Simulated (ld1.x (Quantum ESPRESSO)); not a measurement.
# Configuration tests for nitrogen (N) (TM)

* Element: nitrogen (N)
* Generator: ld1.x (Quantum ESPRESSO) 7.5
* Type: norm-conserving Troullier–Martins (Kleinman–Bylander form)
* Functional: PBE
* Relativity: scalar-relativistic
* Frozen core: [He]
* Valence charge: 5
* Reference configuration: 2s2 2p3
* Partial waves: 2p (bound): rc 2.55 bohr; 2s (bound): rc 1.15 bohr
* Local potential: the s channel
* Core correction: none

Energies are relative to the spin-unpolarised reference configuration 2s2 2p3; without spin polarisation the order of configurations can differ from experiment.

Task: Give the all-electron excitation energy and the error of the potential for: 2s2 2p2; 2s2 2p1; 2s2 2p0; 2s1 2p3; 2s0 2p5; 2s1 2p4; 2s2 2p3.3.

Result:

```tsv
valence configuration	charge	ΔE all-electron (eV)	error AE − PS (meV)
2s2 2p2	+1	13.591	+114
2s2 2p1	+2	42.445	+946
2s2 2p0	+3	89.528	+3569
2s1 2p3	+1	25.372	-175
2s0 2p5	0	23.041	-82
2s1 2p4	0	11.508	-20
2s2 2p3.3	-0.3	-1.619	+1.9
```
